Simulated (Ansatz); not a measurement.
A run for Ansatz (a first-principles code): U-CCSD(T)/6-31G on SiS, a point of a bond scan (R = 2.132 Å).

Ansatz 0.2 input:
```yaml
crystal:
  periodic: [false, false, false]
  atoms:
    - {symbol: Si, position_ang: [-0.00000000, -0.00000000, -1.03360590]}
    - {symbol: S, position_ang: [0.00000000, 0.00000000, 1.09820627]}
basis:
  gaussian:
    orbitals: 6-31G
correlation: {method: ccsd_t, electrons: outside_noble_gas}
scf: {omitted_lower_state_checks: [cluster_reference]}
magnetization: {spin_polarized: true, initial_magnetization: 0}
```

It printed:

```
WARN ansatz: RAYON_NUM_THREADS=1 ignored (pool sized by the plan → 1); use --threads N
Functional definition: HF
these checks for a lower state are left out or cut short: cluster_reference
integrals: 0.00 GiB planned
280 factors; integrals over basis functions are off by at most 1.1e-4 eV
mean field: 0.06 GiB planned
mean field evaluation 1: about -18674.9345 eV, gradient 1.5e1 eV
mean field evaluation 2: about -18674.9369 eV, gradient 1.5e1 eV
mean field evaluation 4: about -18677.2011 eV, gradient 7.4e-1 eV
mean field evaluation 8: about -18677.2118 eV, gradient 9.3e-3 eV
mean field evaluation 16: about -18675.4136 eV, gradient 4.5e-4 eV
mean field evaluation 32: about -18676.4395 eV, gradient 5.9e0 eV
mean field evaluation 64: about -18675.9072 eV, gradient 1.8e0 eV
mean field evaluation 96: about -18677.2118 eV, gradient 7.0e-5 eV
mean field -18677.21175379 eV, -686.3748720828 hartree, gradient 2.0e-6 eV, S^2 0.000000; 12 other end points of the search recorded, 0 dependent functions left out
10 core orbitals not correlated
reference -18677.21175379 eV, -686.3748720828 hartree; 5, 5 occupied and 11, 11 virtual orbitals, 280 factors
second order -3.17155793 eV of doubles, -0.00000000 eV of singles
coupled cluster: 0.05 GiB planned
cycle   1  -2.98786205 eV  change    1.8e-1 eV  update   1.7e-1
cycle   2  -3.26786157 eV  change   -2.8e-1 eV  update   6.3e-2
cycle   3  -3.33806540 eV  change   -7.0e-2 eV  update   3.3e-2
cycle   4  -3.33933298 eV  change   -1.3e-3 eV  update   6.8e-3
cycle   5  -3.33899819 eV  change    3.3e-4 eV  update   2.0e-3
cycle   6  -3.33840951 eV  change    5.9e-4 eV  update   4.6e-4
cycle   7  -3.33828941 eV  change    1.2e-4 eV  update   9.7e-5
cycle   8  -3.33828877 eV  change    6.4e-7 eV  update   3.8e-5
cycle   9  -3.33827435 eV  change    1.4e-5 eV  update   1.3e-5
cycle  10  -3.33827031 eV  change    4.0e-6 eV  update   3.0e-6
coupled cluster: 0.05 GiB planned
perturbative correction -0.23456331 eV, -0.0086200426 hartree
Total energy: -18680.78458740 eV, -686.5061712964 hartree
Checks for a lower state left out: cluster_reference
```

The calculation finished and met its thresholds.

Cost: about 1.3 core-seconds (a rough figure).
